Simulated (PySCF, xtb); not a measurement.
C₂H₇FO₂Si, SMILES O[C@H](C)[Si@H](F)O.

xtb 6.7.1 with GFN2-xTB at its own geometry gives an orbital gap of 5.91 eV and a dipole moment of 2.42 D.

Geometry optimised at PBE0-D3(BJ)/def2-SVP. The structure was generated by enumeration; whether it is a known compound was not checked. The values are those of a single conformer.

Task: What does PBE/def2-TZVP run with PySCF give? (Estimate from the structure and the level; the computed values follow.)

Result: gap 5.53 eV (levels -5.98 and -0.45 eV), dipole 1.75 D.
